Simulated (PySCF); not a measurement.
Molecule: SMILES CC#Cn1cccc1, C7H7N.

Bonds (- single, = double, # triple, : aromatic): C1-C2, C2#C3, C3-N4, N4:C5, C5:C6, C6:C7, C7:C8, C8:N4. C1 carries H9, H10, H11; C5 carries H12; C6 carries H13; C7 carries H14; C8 carries H15.

Frames of a GFN2-xTB Langevin trajectory at 300 K; GIAO PBE0/pcSseg-1 shieldings in PySCF 2.14, gas phase, non-relativistic; equivalent atoms averaged within each frame.

Scale: $^{13}$C (186.93 ppm) and $^{1}$H (31.72 ppm) against TMS; NH3 for $^{15}$N (267.73 ppm) (reference shieldings calculated alike). The references are static minima.

Task: How do the shifts (ppm) fluctuate along the trajectory?

Result: 
| time (fs) | C5/C8 | C6/C7 | C3 | C2 | C1 | N4 | H12/H15 | H13/H14 | H9/H10/H11 |
| --- | --- | --- | --- | --- | --- | --- | --- | --- | --- |
| optimised geometry | 127.8 | 116.0 | 80.1 | 68.4 | 4.0 | 168.8 | 6.84 | 6.37 | 2.21 |
| 250 | 131.5 | 114.3 | 80.1 | 71.4 | 7.3 | 177.4 | 7.19 | 6.62 | 2.61 |
| 425 | 131.9 | 118.2 | 81.7 | 71.4 | 8.1 | 171.9 | 6.97 | 6.56 | 2.68 |
| 625 | 131.7 | 122.4 | 81.7 | 73.0 | 7.2 | 175.8 | 7.10 | 6.64 | 2.43 |
| 800 | 125.8 | 119.8 | 86.3 | 72.5 | 6.8 | 172.4 | 6.53 | 7.00 | 2.72 |
| 1000 | 130.5 | 120.6 | 79.1 | 69.2 | 0.7 | 175.2 | 6.71 | 7.42 | 2.19 |
| mean of frames | 130.3 | 119.1 | 81.8 | 71.5 | 6.0 | 174.5 | 6.90 | 6.85 | 2.53 |
| standard deviation | 2.6 | 3.1 | 2.8 | 1.5 | 3.0 | 2.3 | 0.28 | 0.36 | 0.22 |

5 frames give an uncertainty of the mean of about the standard deviation over 2.2 at best, since frames this close in time may not be independent; classical motion lacks zero-point vibration, and the reference would need the same averaging.
